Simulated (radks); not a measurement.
Q: These are the eigenvalues of the occupied orbitals of an atom or ion with whole-number occupations (eV). Calculated with a radial shooting solver on a logarithmic mesh with Libxc functionals: scalar-relativistic Kohn-Sham, PBE, spin-unpolarised, spherical densities, finite nucleus; Fermi nuclear charge, rms radius of each element as measured or else 0.836 A^(1/3) + 0.57 fm.

1s: -60.4146

Which element is it, and in what charge state? The configuration may be excited.

A: Z = 3, lithium, charge +1: Li+ in [He]. The 1s level, -2.2202 hartree, gives Z - s = 2.1 by -(Z - s)^2/2, which with screening and relativity narrows Z to a few neighbours, and the depths must fix Z and the occupations together.
